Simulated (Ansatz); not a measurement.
Reaction: CH4N2S (SMILES NC(N)=S) + H+ → CH5N2S+ (SMILES NC(N)=[SH+]) (other sites are not all compared here)
Each species at its own B3LYP-D3(BJ)/def2-TZVP minimum (Ansatz, a quantum-chemistry and plane-wave program), one conformer.

Total energies in hartree (Ansatz). Open shells are spin-unrestricted; no spin-orbit coupling. Cores are frozen in correlated methods. No relativity.

```csv
species,HF/cc-pV(T+d)Z,CCSD(T)/cc-pV(T+d)Z,HF/cc-pV(Q+d)Z,CCSD(T)/cc-pV(Q+d)Z,CCSD(T)/cc-pV(D+d)Z,CCSDT(Q)/cc-pV(D+d)Z
1: CH4N2S (SMILES NC(N)=S),-546.71733,-547.52953,-546.73226,-547.59597,-547.30898,-547.31152
2: CH5N2S+ (SMILES NC(N)=[SH+]),-547.07664,-547.88417,-547.09078,-547.94717,-547.67078,-547.67328
```

Q: Work out the proton affinity (electronic), positive where energy is released in kcal/mol: take Hartree-Fock from cc-pV(Q+d)Z, extrapolate the CCSD(T) correlation energy as X^-3 (X = 3, 4), and add CCSDT(Q) - CCSD(T) in cc-pV(D+d)Z. 1 hartree = 627.51 kcal/mol.

A: 
Species 1: correlation (64·(-0.86371) - 27·(-0.81220))/37 = -0.90130; step -0.00254; E1 = -546.73226 + (-0.90130) + (-0.00254) = -547.63610
H+ has no electrons: E = 0
Species 2: correlation (64·(-0.85639) - 27·(-0.80753))/37 = -0.89204; step -0.00250; E2 = -547.09078 + (-0.89204) + (-0.00250) = -547.98532
+1·E1 -1·E2 = 0.34922 hartree = 219.1 kcal/mol.
